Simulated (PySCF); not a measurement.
PySCF input for Al(H)(Me)(NCO) (C2H4AlNO), SMILES [CH3][AlH][N]=C=O, B3LYP-D3(BJ)/def2-SVP. Geometry optimised at B3LYP-D3(BJ)/def2-SVP. The geometry has at least one imaginary mode, so it is a saddle point at that level. The structure was generated by enumeration; whether it is a known compound was not checked. The values are those of a single conformer.

```python
import numpy as np
from pyscf import gto, scf, dft, df
from pyscf.hessian import thermo

mol = gto.M(
    atom='''
    Al   -1.02712469    0.41963716   -0.63875187
    H    -2.31610964   -0.32986809   -1.15396363
    C    -0.64746641    2.31563179   -0.86719961
    H     0.28097771    2.46210691   -1.44699807
    H    -0.48394085    2.80540977    0.10875929
    H    -1.45722306    2.85366880   -1.38558210
    N     0.17644452   -0.58335189    0.22600997
    C     0.97911488   -1.26700556    0.80565422
    O     1.76298928   -1.93186183    1.37109517
    ''',
    basis='def2-SVP',
    charge=0,
    spin=0,
    max_memory=1600,
    verbose=3,
)
mf = dft.RKS(mol, xc='b3lyp').density_fit(auxbasis='def2-universal-jkfit')
mf.disp = 'd3bj'
mf.grids.level = 3
mf.conv_tol = 1e-11
mf.max_cycle = 100
mf.kernel()

# [left out here: the lines that compute and print the analytic Hessian (its translational invariance restored by hand, since the grid's response is missing), thermochemistry and intensities]
```

It prints:

```
converged SCF energy = -450.887445925759

WARN: DFTD3 does not support analytical Hessian, using finite difference


WARN: Mole.unit (angstrom) is changed to Bohr

Mode                                 0                   1                   2
Irrep
Freq [cm^-1]                      -36.0741             69.8776            119.9518
Reduced mass [au]                   1.0427              5.2755              6.7891
Force const [Dyne/A]               -0.0008              0.0152              0.0576
Char temp [K]                     -51.9026            100.5384            172.5839
Normal mode                   x     y     z       x     y     z       x     y     z
       0  Al                 0.01 -0.00 -0.02   -0.04 -0.01 -0.02   -0.02  0.01  0.04
       1   H                 0.06 -0.02 -0.11   -0.07  0.09 -0.06   -0.13  0.06  0.25
       2   C                -0.01  0.01  0.02    0.11 -0.03  0.07   -0.01  0.00  0.01
       3   H                -0.32  0.01 -0.47    0.14 -0.08  0.09   -0.02  0.00  0.00
       4   H                 0.54 -0.11 -0.02    0.14 -0.09  0.09    0.01  0.00  0.01
       5   H                -0.25  0.11  0.49    0.17  0.07  0.08   -0.02  0.01  0.03
       6   N                 0.00 -0.00 -0.00   -0.10 -0.10 -0.03    0.10 -0.04 -0.18
       7   C                -0.00  0.00  0.01   -0.02  0.01 -0.01    0.02 -0.01 -0.04
       8   O                -0.01  0.00  0.02    0.06  0.12  0.00   -0.05  0.02  0.10
Mode                                 3                   4                   5
Irrep
Freq [cm^-1]                      209.8114            394.6610            527.7456
Reduced mass [au]                   3.9488              1.1648              6.1229
Force const [Dyne/A]                0.1024              0.1069              1.0047
Char temp [K]                     301.8718            567.8293            759.3084
Normal mode                   x     y     z       x     y     z       x     y     z
       0  Al                -0.06 -0.05 -0.02    0.03 -0.01 -0.05   -0.10  0.02 -0.06
       1   H                -0.03 -0.14  0.02   -0.34  0.14  0.65   -0.07 -0.04 -0.03
       2   C                 0.07 -0.08  0.05    0.01 -0.00 -0.02   -0.00  0.11 -0.03
       3   H                 0.12 -0.19  0.11   -0.01  0.35  0.06    0.05  0.02  0.03
       4   H                 0.13 -0.20  0.11   -0.11 -0.29  0.16    0.05  0.00  0.02
       5   H                 0.18  0.11  0.08   -0.09  0.03  0.18    0.10  0.29 -0.01
       6   N                 0.07  0.14  0.01   -0.02  0.01  0.04    0.05 -0.04  0.03
       7   C                 0.01  0.06 -0.01   -0.01  0.00  0.02    0.06 -0.05  0.04
       8   O                -0.04 -0.01 -0.02    0.00 -0.00 -0.01    0.07 -0.06  0.05
Mode                                 6                   7                   8
Irrep
Freq [cm^-1]                      618.8710            631.2599            642.8563
Reduced mass [au]                   2.4312              2.2831             11.8107
Force const [Dyne/A]                0.5486              0.5360              2.8758
Char temp [K]                     890.4176            908.2424            924.9271
Normal mode                   x     y     z       x     y     z       x     y     z
       0  Al                -0.02  0.01 -0.02   -0.03  0.03 -0.02   -0.00  0.00  0.00
       1   H                -0.19  0.42 -0.19   -0.20  0.45 -0.20    0.01 -0.00 -0.03
       2   C                 0.02 -0.05  0.02    0.02 -0.07  0.03    0.01 -0.00 -0.01
       3   H                -0.05  0.08 -0.06   -0.05  0.04 -0.05    0.00  0.05  0.01
       4   H                -0.05  0.10 -0.04   -0.05  0.06 -0.03   -0.02 -0.04  0.02
       5   H                -0.11 -0.27 -0.00   -0.11 -0.28  0.00   -0.01  0.00  0.02
       6   N                -0.02 -0.04 -0.00    0.06  0.07  0.02   -0.05  0.02  0.09
       7   C                 0.12  0.14  0.03   -0.07 -0.13 -0.01    0.11 -0.05 -0.21
       8   O                -0.03 -0.07  0.00    0.05  0.03  0.02   -0.04  0.02  0.08
Mode                                 9                  10                  11
Irrep
Freq [cm^-1]                      669.8015            677.7677            768.6252
Reduced mass [au]                   2.9069              1.3465              1.4053
Force const [Dyne/A]                0.7684              0.3644              0.4892
Char temp [K]                     963.6952            975.1568           1105.8806
Normal mode                   x     y     z       x     y     z       x     y     z
       0  Al                 0.02  0.11 -0.02    0.03 -0.02 -0.05    0.04 -0.06  0.03
       1   H                 0.05 -0.01  0.07   -0.19  0.08  0.35   -0.21  0.54 -0.23
       2   C                -0.09 -0.13 -0.01   -0.05  0.03  0.10   -0.07  0.05 -0.05
       3   H                 0.01 -0.38  0.10   -0.06 -0.48 -0.07    0.06 -0.15  0.11
       4   H                 0.04 -0.33  0.07    0.18  0.46 -0.17    0.09 -0.18  0.05
       5   H                 0.09  0.13  0.00    0.10 -0.03 -0.19    0.17  0.44 -0.01
       6   N                -0.01 -0.03  0.00   -0.01  0.01  0.02    0.00  0.01 -0.00
       7   C                 0.02  0.00  0.01    0.00 -0.00 -0.01   -0.01  0.01 -0.00
       8   O                 0.02 -0.02  0.01   -0.00  0.00  0.00   -0.01  0.01 -0.01
Mode                                12                  13                  14
Irrep
Freq [cm^-1]                     1221.8519           1423.5744           1427.1927
Reduced mass [au]                   1.2417              1.0499              1.0543
Force const [Dyne/A]                1.0922              1.2536              1.2652
Char temp [K]                    1757.9729           2048.2067           2053.4126
Normal mode                   x     y     z       x     y     z       x     y     z
       0  Al                -0.00  0.01 -0.00    0.00  0.00  0.00   -0.00  0.00  0.00
       1   H                 0.02 -0.01  0.01   -0.01  0.02 -0.01    0.00 -0.00 -0.01
       2   C                -0.03 -0.13  0.01    0.05 -0.01  0.03   -0.03  0.01  0.05
       3   H                -0.07  0.50  0.08   -0.30 -0.14 -0.55   -0.24  0.30 -0.24
       4   H                 0.10  0.43 -0.27   -0.62 -0.00  0.13    0.31 -0.32  0.15
       5   H                 0.29  0.42  0.05    0.23  0.28  0.03    0.31 -0.15 -0.64
       6   N                -0.00  0.00 -0.00   -0.00 -0.00 -0.00    0.00 -0.00 -0.00
       7   C                 0.00 -0.00  0.00    0.00 -0.00  0.00    0.00 -0.00 -0.00
       8   O                 0.00 -0.00  0.00    0.00 -0.00  0.00   -0.00  0.00  0.00
Mode                                15                  16                  17
Irrep
Freq [cm^-1]                     1494.2922           1962.4242           2414.2314
Reduced mass [au]                  14.7858              1.0441             12.6329
Force const [Dyne/A]               19.4521              2.3691             43.3820
Char temp [K]                    2149.9537           2823.4916           3473.5414
Normal mode                   x     y     z       x     y     z       x     y     z
       0  Al                -0.02  0.01 -0.01    0.03  0.02  0.01   -0.00  0.00 -0.00
       1   H                -0.01  0.00 -0.01   -0.80 -0.47 -0.32   -0.02 -0.00 -0.01
       2   C                -0.00 -0.00  0.00   -0.00 -0.00  0.00   -0.00  0.00 -0.00
       3   H                -0.00  0.00 -0.00   -0.00  0.01  0.00   -0.00 -0.00 -0.00
       4   H                -0.00  0.00 -0.00    0.00  0.01 -0.01   -0.00 -0.00  0.00
       5   H                 0.00  0.01  0.00    0.01  0.00  0.00    0.00  0.00  0.00
       6   N                 0.13 -0.11  0.10   -0.00  0.00 -0.00    0.08 -0.06  0.05
       7   C                 0.02 -0.02  0.02    0.00 -0.00  0.00   -0.16  0.14 -0.12
       8   O                -0.11  0.09 -0.08   -0.00  0.00 -0.00    0.06 -0.05  0.04
Mode                                18                  19                  20
Irrep
Freq [cm^-1]                     3016.4964           3094.8316           3118.2366
Reduced mass [au]                   1.0365              1.0986              1.1015
Force const [Dyne/A]                5.5567              6.1995              6.3104
Char temp [K]                    4340.0667           4452.7736           4486.4482
Normal mode                   x     y     z       x     y     z       x     y     z
       0  Al                 0.00  0.00 -0.00    0.00 -0.00 -0.00   -0.00 -0.00 -0.00
       1   H                -0.00 -0.00 -0.00    0.00 -0.00 -0.00    0.00  0.00  0.00
       2   C                -0.02 -0.05  0.00    0.04 -0.02 -0.07   -0.07  0.02 -0.04
       3   H                 0.51  0.06 -0.32   -0.57 -0.10  0.35    0.25  0.04 -0.17
       4   H                 0.08  0.25  0.53    0.11  0.30  0.59    0.04  0.16  0.31
       5   H                -0.37  0.22 -0.23   -0.02  0.01 -0.03    0.60 -0.40  0.39
       6   N                 0.00 -0.00  0.00   -0.00  0.00  0.00   -0.00  0.00 -0.00
       7   C                -0.00  0.00 -0.00   -0.00  0.00 -0.00    0.00 -0.00  0.00
       8   O                 0.00 -0.00  0.00    0.00 -0.00  0.00   -0.00  0.00 -0.00
temperature 298.1500 [K]
pressure 101325.00 [Pa]
Rotational constants [GHz] 15.81181 1.62445 1.48676
Symmetry number 1
Zero-point energy (ZPE) 0.05583 [Eh]   146568.624 [J/mol]
                           tot       elec      trans        rot        vib
Entropy [J/mol/K]       329.874      0.000    164.159    111.019     54.696
Cv [J/mol/K]             84.525      0.000     12.472     12.472     59.581
Cp [J/mol/K]             92.839      0.000     20.786     12.472     59.581
Internal energy [J/mol]                      3718.434   3718.434 155381.488
Internal energy [Eh]   -450.82543  -450.88745
Enthalpy [J/mol]                             6197.391   3718.434 155381.488
Enthalpy [Eh]          -450.82449
Gibbs free energy [J/mol]                  -42746.700 -29381.990 139073.921
Gibbs free energy [Eh] -450.86195
static polarisability / bohr^3: [[ 53.601 -11.483  13.216]
 [-11.482  56.935 -11.39 ]
 [ 13.22  -11.391  43.124]]
largest difference of analytic and finite-field dipole derivatives / e: 0.0013772138453786997
mode   freq/cm-1   IR/(km/mol)   Raman/(A^4/amu)   depolarisation
   1      -36.07         0.001             0.131            0.750
   2       69.88         0.089             2.886            0.745
   3      119.95         0.001             0.888            0.750
   4      209.81        10.079             1.348            0.691
   5      394.66        59.258             1.662            0.750
   6      527.75        50.214            13.343            0.093
   7      618.87         1.716             6.511            0.731
   8      631.26        55.824             5.403            0.698
   9      642.86        21.916             0.293            0.750
  10      669.80        89.029             6.657            0.157
  11      677.77       137.335             2.142            0.730
  12      768.63       314.298             2.077            0.578
  13     1221.85        22.398             2.827            0.017
  14     1423.57         0.859            11.912            0.749
  15     1427.19         1.443            10.540            0.750
  16     1494.29        31.222            22.626            0.241
  17     1962.42       205.719           161.881            0.141
  18     2414.23      1474.545             3.835            0.024
  19     3016.50         1.686           141.287            0.002
  20     3094.83         4.725            91.193            0.750
  21     3118.24         7.435           115.436            0.715
max |gradient| / (hartree/bohr): 3.6555323587971324e-05
APT charges: [ 1.5496 -0.3921 -0.4333  0.0153  0.0152  0.0114 -1.2776  1.3221 -0.8105]
```

The run converged. The end point has an imaginary mode, so it is no minimum.

Cost: about 2.1 core-minutes (a rough figure).
